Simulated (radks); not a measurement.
Values are calculated unless marked as measured or tabulated.
Question: All-electron atom: the platinum ion Pt+ in [Xe] 4f14 5d8 7p1 (not the ground configuration). Code: a radial shooting solver on a logarithmic mesh with Libxc functionals. Model: scalar-relativistic Kohn-Sham, PBE, spin-polarised, spherical densities, finite nucleus; open shells are filled with parallel spins first (spin-orbit coupling, left out, can overturn this in heavy ions); Fermi nuclear charge, rms radius 5.427 fm. Some entries of the table are withheld. Estimate them.

orbital,occ.,eigenvalue (eV),<1/r> (bohr^-1),<r^2> (bohr^2)
1s down,1,-78413.43,93.91,0.0004062
1s up,1,-78413.43,93.91,0.0004062
2s up,1,-13790.04,22.01,0.006203
2s down,1,-13789.90,22.01,0.006203
2p up,3,-11957.13,19.66,0.005202
2p down,3,-11957.01,19.66,0.005202
3s up,1,-3252.080,8.160,0.04005
3s down,1,-3252.029,8.161,0.04004
3p up,3,-2718.013,7.465,0.04106
3p down,3,-2717.955,7.465,0.04106
3d up,5,-2137.847,7.031,0.03401
3d down,5,-2137.747,7.031,0.03401
4s up,1,-712.0130,3.491,0.1945
4s down,1,-711.8790,3.491,0.1945
4p up,3,-536.7903,3.157,0.2219
4p down,3,-536.6662,3.157,0.2219
4d up,5,-323.6928,2.826,0.2534
4d down,5,-323.5489,2.826,0.2533
5s up,1,-118.9343,1.416,(1)
5s down,1,-117.9602,1.421,(2)
4f up,7,-86.9617,2.389,0.3252
4f down,7,-86.7443,2.391,0.3237
5p up,3,(3),1.201,1.371
5p down,3,(4),1.205,1.365
5d up,5,-22.3474,0.8383,2.831
5d down,3,-20.9594,0.8355,2.885
7p up,1,-4.3241,0.1686,61.90

Answer: 
(1) 5s up <r^2> (bohr^2): 1.019
(2) 5s down <r^2> (bohr^2): 1.014
(3) 5p up eigenvalue (eV): -73.2031
(4) 5p down eigenvalue (eV): -71.9835
